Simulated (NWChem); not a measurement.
# AlH₂S₂Cl; SMILES [Al]([SH])([SH])[Cl]

```xyz
6

Al    -0.0177     0.0002     0.0000
Cl    -2.1248     0.0230     0.0000
S      1.0054     1.9366    -0.0480
H      2.2499     1.3797    -0.0363
S      0.9633    -1.9580     0.0480
H      2.2196    -1.4281     0.0363
```
Atoms are numbered in this order, from 1.

Program: NWChem. Pople sets run with spherical d functions. STO-3G and 3-21G are far too small for this property and stand as cheap habits. Geometry: optimised at PBE-D3(BJ)/def2-SVP. B3LYP is NWChem's, with the RPA form of VWN correlation. Field at 589 nm.

Among these, which level gives the lowest value of “anisotropy (bohr³)”?
A. B3LYP/def2-SVP
B. B3LYP/STO-3G
C. B3LYP/def2-SVPD
D. B3LYP/6-31G*

C, B3LYP/def2-SVPD. Values: B3LYP/def2-SVPD 29.0; B3LYP/def2-SVP 32.8; B3LYP/6-31G* 34.1; B3LYP/STO-3G 37.7
